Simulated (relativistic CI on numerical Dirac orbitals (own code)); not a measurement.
## d2 in a ligand field

Computed with a parametric ligand-field model of a d^n configuration (Racah B and C, spin-orbit zeta, crystal field), exact diagonalisation.

Field parameters in Wybourne normalisation: D3d B²₀ = −7Dσ, B⁴₀ = −14Dq − 21Dτ, B⁴₃ = −14√(10/7) Dq; D4h B²₀ = −7Ds, B⁴₀ = 21(Dq − Dt), B⁴₄ = 21√(5/14) Dq; Oh B⁴₀ = 21Dq, B⁴₄ = √(5/14) B⁴₀. The field is a parameter set, without covalency.

Q: A d2 ion in Oh symmetry has the ground term 3T1 and bands at 3T2 4358 cm⁻¹ (2294 nm), 1T2 7324 cm⁻¹ (1365 nm), 1E 7628 cm⁻¹ (1311 nm), 3A2 9358 cm⁻¹ (1069 nm), 3T1 11517 cm⁻¹ (868 nm), 1T2 13073 cm⁻¹ (765 nm). Which parameters reproduce them?

A: B = 520, C = 1960, ζ = 0 cm⁻¹, Oh, 10Dq = 5000 cm⁻¹.

Q: Ground term and bands for B = 890, C = 3840, ζ = 0 cm⁻¹, D4h, 10Dq = 8050, Ds = 2070, Dt = 840 cm⁻¹?

A: Ground term 3B2 with 1.00 electrons in the two orbitals of the cubic e set. Spin-allowed: 3E 764 cm⁻¹, 3A2 1748 cm⁻¹, 3E 6326 cm⁻¹ (1581 nm), 3B1 8050 cm⁻¹ (1242 nm). Lowest spin-forbidden: 1B2 12299 cm⁻¹ (813 nm), 1A1 12790 cm⁻¹ (782 nm), 1E 14192 cm⁻¹ (705 nm).

Q: Ground term and bands for B = 590, C = 2580, ζ = 0 cm⁻¹, D3d, 10Dq = 21050, Dσ = 580, Dτ = -30 cm⁻¹?

A: Ground term 3E with 0.01 electrons in the two orbitals of the cubic e set. Spin-allowed: 3A2 1003 cm⁻¹, 3E 19673 cm⁻¹ (508 nm), 3A1 20521 cm⁻¹ (487 nm), 3E 27239 cm⁻¹ (367 nm). Lowest spin-forbidden: 1A1 8262 cm⁻¹ (1210 nm), 1E 8928 cm⁻¹ (1120 nm), 1E 10181 cm⁻¹ (982 nm).

Q: Ground term and bands for B = 860, C = 3520, ζ = 0 cm⁻¹, D3d, 10Dq = 27600, Dσ = -800, Dτ = 410 cm⁻¹?

A: Ground term 3E with 0.03 electrons in the two orbitals of the cubic e set. Spin-allowed: 3A2 1439 cm⁻¹, 3E 27985 cm⁻¹ (357 nm), 3A1 28073 cm⁻¹ (356 nm), 3A2 38064 cm⁻¹ (263 nm). Lowest spin-forbidden: 1A1 12574 cm⁻¹ (795 nm), 1E 12913 cm⁻¹ (774 nm), 1E 13589 cm⁻¹ (736 nm).

Q: Ground term and bands for B = 940, C = 3540, ζ = 0 cm⁻¹, D3d, 10Dq = 30300, Dσ = 1200, Dτ = -280 cm⁻¹?

A: Ground term 3E with 0.01 electrons in the two orbitals of the cubic e set. Spin-allowed: 3A2 169 cm⁻¹, 3E 27181 cm⁻¹ (368 nm), 3A1 28049 cm⁻¹ (357 nm), 3E 38965 cm⁻¹ (257 nm). Lowest spin-forbidden: 1A1 12419 cm⁻¹ (805 nm), 1E 12993 cm⁻¹ (770 nm), 1E 13880 cm⁻¹ (720 nm).
